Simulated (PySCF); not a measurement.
Ga (SMILES [Ga]), doublet. Base run: CAMB3LYP/cc-pVDZ run with PySCF.

PySCF was given this input:
```python
from pyscf import gto, scf, dft

mol = gto.M(
    atom='''
Ga    0.00000000    0.00000000    0.00000000
''',
    basis='cc-pvdz',
    spin=1,
    verbose=4,
)

mf = dft.UKS(mol)
mf.xc = 'camb3lyp'
mf.kernel()
```

The base run was repeated with changes; each row names its change, and settings that it needs were set with it.

```csv
change,ΔE vs base (µEh),SCF cycles,<S^2>
base,0.0,7,0.753
init_guess = 1e,0.0,7,0.753
init_guess = vsap,0.0,6,0.753
diis_space = 12,0.0,7,0.753
solver = newton; init_guess = 1e,0.0,-,0.753
conv_tol = 1e-4,0.1,4,0.753
diis = off (with mf.max_cycle = 100),0.0,11,0.753
init_guess = mod_huckel,0.0,6,0.753
conv_tol = 1e-11,0.0,8,0.753
DIIS = EDIIS,0.0,14,0.753
solver = newton,0.0,-,0.753
DIIS = ADIIS,0.0,11,0.753
level_shift = 1.0 (with mf.max_cycle = 100),0.0,20,0.753
```

Open shells are given as the SCF converged; they aren't shown to be the lowest states, and a large step between rows can be another state.
